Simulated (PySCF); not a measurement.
Frontier levels across methods

Species: C₆H₇NS.
Z-matrix (Å and degrees, PBE0-D3(BJ)/def2-SVP geometry), rows numbered from 1:
```
C 
S   1  1.7989
C   2  1.7613  1  100.93
C   3  1.4070  2  117.91  1   179.71
C   4  1.3854  3  118.05  2  -179.90
C   5  1.3983  4  119.32  3    -0.01
C   6  1.3900  5  117.77  4    -0.04
N   3  1.3266  2  119.15  1    -0.24
H   1  1.0983  2  105.90  3  -179.67
H   1  1.0976  2  110.82  3    60.89
H   1  1.0976  2  110.77  3   -60.24
H   4  1.0920  3  120.43  2     0.04
H   5  1.0928  4  120.07  3   179.97
H   6  1.0912  5  121.53  4   180.00
H   7  1.0960  6  120.39  5  -179.97
```

Basis pcSseg-1 throughout (PySCF), one geometry. Isolated species at its PBE0-D3(BJ)/def2-SVP geometry (one conformer only).

Question: How do the orbital energies, the gap and the dipole change with the method?

Answer: 
```tsv
method	kind	HOMO (eV)	LUMO (eV)	gap (eV)	μ (D)	SCF cycles
BLYP	GGA	-5.10	-1.52	3.58	0.96	15
B97-D	GGA	-5.24	-1.60	3.63	1.00	15
PBE	GGA	-5.28	-1.70	3.58	0.97	16
KT3	GGA	-5.32	-1.62	3.70	0.96	15
KT2	GGA	-5.32	-1.66	3.66	0.97	15
B97-2	global hybrid	-6.08	-0.85	5.24	1.18	13
PBE0	global hybrid	-6.31	-0.81	5.50	1.20	14
CAM-B3LYP	range-separated hybrid	-7.48	0.32	7.80	1.31	13
```

The HOMO spans 2.38 eV, from BLYP down to CAM-B3LYP, and the gap runs from 3.58 eV (BLYP) to 7.80 eV (CAM-B3LYP). Over the methods BLYP (0 %), B97-D (0 %), PBE (0 %), KT3 (0 %), KT2 (0 %), B97-2 (21 %), PBE0 (25 %), a straight line through the gap against the share of exact exchange rises by 0.75 eV for each 10 % (correlation coefficient 0.999). The dipole ranges from 0.96 D (BLYP) to 1.31 D (CAM-B3LYP). This basis has no diffuse functions.

The vertical ΔSCF ionisation energy at wB97X-D/def2-SVPD is 8.19 eV; −ε(HOMO) comes closest to it with CAM-B3LYP (7.48 eV).
